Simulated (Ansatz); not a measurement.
The cluster W₃O₅. Charge 0, multiplicity 1. Geometry r2SCAN-D4/def2-SVP.

```xyz
8

W     0.514   -1.784   -0.317
W    -0.213    0.287    1.411
W     0.378    0.546   -1.107
O     1.518   -0.953   -1.675
O     0.843    1.574    0.547
O    -0.272   -1.632    1.407
O    -1.754    0.958    1.739
O    -1.016    1.005   -2.004
```

In the def2 sets W takes a core potential; there is no spin–orbit coupling. The restricted singlet is unstable towards broken spin symmetry in Hartree–Fock (as tested in another run); at LDA (SPW92)/def2-TZVP, PBE-D4/def2-TZVP, r2SCAN-D4/def2-TZVP, B97M-V/def2-TZVP and others this wasn't settled. Another isomer (triplet) lies 0.49 eV lower at PBE0-D4/def2-TZVP; other spin states weren't run for this one.

Q: Estimate the orbital energies around the gap (eV) in Ansatz with LDA (SPW92)/def2-TZVP, PBE-D4/def2-TZVP, r2SCAN-D4/def2-TZVP, B97M-V/def2-TZVP, PBE0-D4/def2-TZVP.

A: 
```
orbital  LDA (SPW92)/def2-TZVP  PBE-D4/def2-TZVP  r2SCAN-D4/def2-TZVP  B97M-V/def2-TZVP  PBE0-D4/def2-TZVP
 HOMO−5                  -8.59             -8.31                -8.64             -8.67              -9.84
 HOMO−4                  -8.53             -8.24                -8.54             -8.54              -9.60
 HOMO−3                  -8.27             -7.99                -8.32             -8.34              -9.41
 HOMO−2                  -6.75             -6.48                -6.70             -6.66              -7.52
 HOMO−1                  -5.91             -5.63                -5.77             -5.73              -6.48
   HOMO                  -5.30             -5.03                -5.15             -5.08              -5.86
   LUMO                  -4.83             -4.53                -4.51             -4.46              -3.93
 LUMO+1                  -4.47             -4.13                -3.97             -3.98              -3.30
 LUMO+2                  -4.09             -3.79                -3.71             -3.66              -3.06
 LUMO+3                  -3.74             -3.44                -3.32             -3.34              -2.66
 LUMO+4                  -3.51             -3.15                -2.90             -2.88              -2.19
 LUMO+5                  -3.10             -2.81                -2.66             -2.66              -1.93
```
